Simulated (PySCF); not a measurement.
AlCl2H3O2Si, SMILES [OH][Al]([OH])[SiH](Cl)Cl.

Geometry: B3LYP-D3(BJ)/def2-SVP. The structure was generated by enumeration; whether it is a known compound was not checked. One conformer was computed; it need not be the lowest.

All values below come from TDDFT-PBE/def2-SVPD run with PySCF 2.14.0.

Vertical excitations. The molecule is in vacuum.

| state | energy (eV) | λ (nm) | f | main pairs |
|---|---|---|---|---|
| S1 | 4.93 | 251 | 0.028 | HOMO→LUMO 97 % |
| S2 | 5.44 | 228 | 0.090 | HOMO→LUMO+1 94 % |
| S3 | 5.51 | 225 | 0.017 | HOMO→LUMO+2 91 % |
| S4 | 5.74 | 216 | 0.018 | HOMO−1→LUMO 89 % |
| S5 | 5.78 | 214 | 0.028 | HOMO−2→LUMO 93 % |
| S6 | 5.93 | 209 | 0.013 | HOMO−3→LUMO 90 % |
| S7 | 6.02 | 206 | 0.023 | HOMO−4→LUMO 88 % |
| S8 | 6.11 | 203 | 0.001 | HOMO−6→LUMO 95 % |
| S9 | 6.13 | 202 | 0.001 | HOMO−1→LUMO+1 90 % |
| S10 | 6.17 | 201 | 0.001 | HOMO−1→LUMO+2 87 % |
| T1 | 4.20 | 295 | 0 | HOMO→LUMO 98 % |
| T2 | 4.92 | 252 | 0 | HOMO→LUMO+2 74 %, HOMO→LUMO+1 24 % |
| T3 | 5.00 | 248 | 0 | HOMO→LUMO+1 74 %, HOMO→LUMO+2 24 % |
| T4 | 5.33 | 233 | 0 | HOMO−1→LUMO 99 % |
Triplets are in the Tamm–Dancoff approximation, which puts them higher than full response would, so one can lie above its singlet here.
